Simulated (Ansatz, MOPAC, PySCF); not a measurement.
Ligands exchanged one at a time, B F-I. Isolated molecules, 0 K electronic values unless said otherwise. Strings in code marks are SMILES.

Quantity: vertical ionisation energy (energy after one electron is removed minus that of the parent at the parent's geometry), in eV.

Level 1: PBE-D3(BJ)/def2-TZVP // B3LYP-D3(BJ)/def2-TZVP (PySCF)
Level 2: PBE/6-31G* (LANL2DZ on I) // B3LYP-D3(BJ)/def2-TZVP (PySCF)
Level 3: minus the HOMO energy of PM7 // B3LYP-D3(BJ)/def2-TZVP (MOPAC)
Level 4: HF/def2-TZVPP // B3LYP-D3(BJ)/def2-TZVP (Ansatz, a first-principles code)

```tsv
species	level 1	level 2	level 3	level 4
`FB(F)I`	10.46	10.52	9.65	9.73
```
